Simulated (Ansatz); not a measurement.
Cu(CO) (CuCO). Charge 0, multiplicity 2. Geometry r2SCAN-D4/def2-TZVP; atoms count from 1.

```xyz
3

Cu   -0.262    1.307    0.829
C     0.282   -0.247   -0.041
O    -0.020   -1.060   -0.789
```

(1) Estimate the Mulliken populations from the PBE0/def2-TZVP orbitals of Ansatz.

(2) Where does the spin sit?

(3) And the Mayer bond orders between bonded heavy atoms (over 0.3)?

Answers

(1) 
```json
{"atom": "Cu1", "charge (e)": "0.03", "spin (α − β)": "0.84", "d electrons": "9.76"}
{"atom": "C2", "charge (e)": "0.01", "spin (α − β)": "0.11", "d electrons": "–"}
{"atom": "O3", "charge (e)": "-0.04", "spin (α − β)": "0.05", "d electrons": "–"}
```
Mulliken values and Mayer orders depend strongly on the basis.

(2) Summed by element: Cu 0.84, C 0.11, O 0.05, of 1 unpaired in all. Largest on single atoms: Cu1 0.84, C2 0.11, O3 0.05.

(3) Cu1–C2 0.71 (1.86 Å); C2–O3 2.28 (1.15 Å).
